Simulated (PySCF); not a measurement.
# Chromium: a sound run and one with changed settings

Sound run: Cr [Ar] 3d5 4s1, Cr⁺ [Ar] 3d5. All numbers are calculated (PySCF 2.14, the spin-free X2C one-electron Hamiltonian (Gaussian nucleus), in aug-cc-pVDZ-DK (7s6p4d2f, 59 functions)). In the sound run the correlated levels freeze [Ar]. The sound run starts from symmetry-adapted Hartree-Fock orbitals and uses a fine grid where one is needed.

Changed run: no relativity, point nucleus. This setting is unsound on purpose.

```tsv
species	method	sound run (hartree)	changed run (hartree)	converged
Cr	UHF	-1049.65359	-1040.60954	yes
Cr	M06-2X	-1050.74286	-1041.70214	no
Cr	M06-L	-1050.70341	-1041.65875	yes
Cr	MP2	-1049.73677	-1040.69161	yes
Cr⁺	UHF	-1049.43264	-1040.39301	yes
Cr⁺	M06-2X	-1050.50058	-1041.46475	yes
Cr⁺	M06-L	-1050.45105	-1041.41270	yes
Cr⁺	MP2	-1049.49879	-1040.45870	yes
```

Ionisation energy of Cr:

```json
{"method": "UHF", "sound run (eV)": "6.013", "changed run (eV)": "5.892"}
{"method": "M06-L", "sound run (eV)": "6.867", "changed run (eV)": "6.695"}
{"method": "MP2", "sound run (eV)": "6.476", "changed run (eV)": "6.338"}
{"method": "SCS-MP2", "sound run (eV)": "6.167", "changed run (eV)": "6.041"}
```

Most of the change in total energy is the relativistic energy itself. On top of that the contraction fixes the core shape for the Hamiltonian it was made with, so the changed run is not a good calculation with the other Hamiltonian either.

For comparison, NIST gives 6.767 eV between the lowest levels.
